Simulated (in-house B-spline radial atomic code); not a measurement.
Values are calculated unless marked as measured or tabulated.
## S ion on Ti atom: potential, deflection and energy transfer

The pair potential comes from two frozen, spherical free-atom densities (PBE, B-spline radial code, scalar-relativistic past argon): electrostatics plus the change in Thomas-Fermi kinetic and Dirac exchange energy where they overlap, the recipe behind the universal ZBL potential, which averages such potentials (from solid-state densities) over many pairs. It is written V = (Z1 Z2 e²/r) φ(r/a), with e² = 14.3996 eV·Å and a = 0.46850 Å/(Z1^0.23 + Z2^0.23); ZBL's fit is φ = 0.18175 e^(−3.1998x) + 0.50986 e^(−0.94229x) + 0.28022 e^(−0.4029x) + 0.02817 e^(−0.20162x). Where φ falls below 4e-4 it is continued as an exponential.

Masses 32.06 and 47.87 u.

```json
{"x = r/a": "0.1", "φ, this pair": "0.8986", "φ, ZBL": "0.8928"}
{"x = r/a": "0.5", "φ, this pair": "0.6331", "φ, ZBL": "0.6096"}
{"x = r/a": "1.5", "φ, this pair": "0.3217", "φ, ZBL": "0.2995"}
{"x = r/a": "3", "φ, this pair": "0.1457", "φ, ZBL": "0.1292"}
{"x = r/a": "5", "φ, this pair": "0.0625", "φ, ZBL": "0.05224"}
{"x = r/a": "8", "φ, this pair": "0.02", "φ, ZBL": "0.01705"}
{"x = r/a": "12", "φ, this pair": "0.005579", "φ, ZBL": "0.00474"}
{"x = r/a": "17", "φ, this pair": "0.001101", "φ, ZBL": "0.001212"}
```

Question: At x = 1 the electrostatic, kinetic and exchange parts are 13260.52, 5755.45 and -245.9 eV. Find r, V and φ.

Answer: a = 0.46850/(1.8921 + 2.0359) = 0.11927 Å, so r = 0.11927 Å. V = 13260.52 + 5755.45 + (-245.9) = 18770.07 eV. The bare repulsion is 16 × 22 × 14.3996/0.11927 = 42497 eV, so φ = 0.4417, +6.1 % against ZBL's 0.4164. The kinetic (Pauli) term is 31 % of V here.

Question: The ion comes in at 0.7096 keV with impact parameter 0.5964 Å. The scattering integral gives a centre-of-mass angle of 58.69° and a closest approach of 6.8 a. What are the reduced energy, the energy passed on and the laboratory angles?

Answer: ε = E a M2/(Z1 Z2 e² (M1 + M2)) = 709.6 × 1.4093e-05 = 0.01. The most that one collision can pass on is γE with γ = 4 M1 M2/(M1 + M2)² = 0.9609. Here T = γE sin²(θ/2) = 0.9609 × 709.6 × 0.2402 = 163.8 eV. The ion turns by arctan(sin θ/(cos θ + M1/M2)) = 35.7°, and the struck atom leaves at (180° − θ)/2 = 60.7°. The closest approach is 0.811 Å. With ZBL the angle would be 53.59° and T = 138.6 eV.
